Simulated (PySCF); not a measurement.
C2H3O (SMILES [CH-]1CO1), charge -1, singlet, geometry from GFN2-xTB. Base run: M062X/6-31+G* (PySCF).

Here is a job for PySCF.
```python
from pyscf import gto, scf, dft, solvent

mol = gto.Mole()
mol.atom = '''
    C     0.127583    0.839095   -0.405871
    O     0.013057   -0.004490    0.836683
    C     0.012670   -0.632532   -0.405193
    H    -0.935522    1.248997   -0.582296
    H    -0.913411   -1.197667   -0.639897
    H     0.902964   -1.254789   -0.604892
'''
mol.basis = '6-31+g*'
mol.charge = -1
mol.spin = 0
mol.verbose = 4
mol.build()

mf = dft.RKS(mol)
mf.xc = 'm062x'
mf.kernel()
```

The base run was repeated with changes; each row names its change, and settings that it needs were set with it.

| change | ΔE vs base (kcal/mol) | HOMO-LUMO gap (eV) |
|---|---|---|
| base | 0.000 | 4.88 |
| model = IEF-PCM; solvent = dichloromethane | -60.55 | 6.64 |
| model = ddCOSMO; solvent = dichloromethane | -58.54 | 6.67 |
| model = IEF-PCM; solvent = dichloromethane; vdw_scale = 1.0 | -66.0 | 7.12 |
| model = COSMO; solvent = dichloromethane | -57.62 | 6.59 |
| model = IEF-PCM; solvent = dichloromethane; vdw_scale = 1.4 | -54.39 | 6.24 |
| model = IEF-PCM; solvent = dichloromethane; vdw_scale = 1.1 | -63.6 | 6.87 |
| model = IEF-PCM; solvent = dimethylsulfoxide | -67.3 | 6.81 |
| model = IEF-PCM; solvent = tetrahydrofuran | -58.88 | 6.60 |
| model = IEF-PCM; solvent = toluene | -38.47 | 5.97 |
| model = IEF-PCM; solvent = water | -68.0 | 6.83 |
| model = SS(V)PE; solvent = dichloromethane | -58.65 | 6.62 |

The base is the gas phase, so ΔE is the electrostatic part of solvation at a fixed geometry, without cavity and dispersion terms.

The gas-phase anion may not be bound at this level, which the solvent then changes.
